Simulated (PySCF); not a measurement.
C6H7F3Si.
SMILES: `C1C[C@H]([Si@@H]1C#C)C(F)(F)F`

Torsions of this conformer, `[CH:1]#[C:2][Si@@H:3]1[CH2:4][CH2:5][C@H:6]1[C:7]([F:8])([F:9])[F:10]`: C5–C6–C7–F8 -63°.

The closed-shell ground state was solved at several levels (PySCF, density fitting, gas phase, non-relativistic). Isolated species at its PBE0-D3(BJ)/def2-SVP geometry (one conformer only).

```json
{"level": "PBE0/def2-SVPD", "basis functions": "269", "HOMO (eV)": "-8.18", "LUMO (eV)": "-0.68", "gap (eV)": "7.50", "dipole (D)": "2.92"}
{"level": "PBE/pcSseg-1", "basis functions": "212", "HOMO (eV)": "-6.93", "LUMO (eV)": "-1.50", "gap (eV)": "5.43", "dipole (D)": "2.57"}
```

Q: What might PBE0/pcSseg-1 (212 basis functions) give for the same quantities?

A: HOMO -8.17 eV, LUMO -0.62 eV, gap 7.55 eV, dipole 2.82 D.

Q: Over all these levels, which gives the widest orbital gap and which the narrowest?

A: PBE0/pcSseg-1 (global hybrid, 25 % exact exchange) has the widest, 7.55 eV, and PBE/pcSseg-1 (GGA) the narrowest, 5.43 eV. The two share the basis. From the narrowest to the widest the HOMO moves by -1.24 eV and the LUMO by +0.88 eV.

Q: How far do the dipole and the HOMO energy spread over the levels?

A: The dipole runs from 2.57 to 2.92 D (mean 2.77 D) and the HOMO from -8.18 to -6.93 eV.
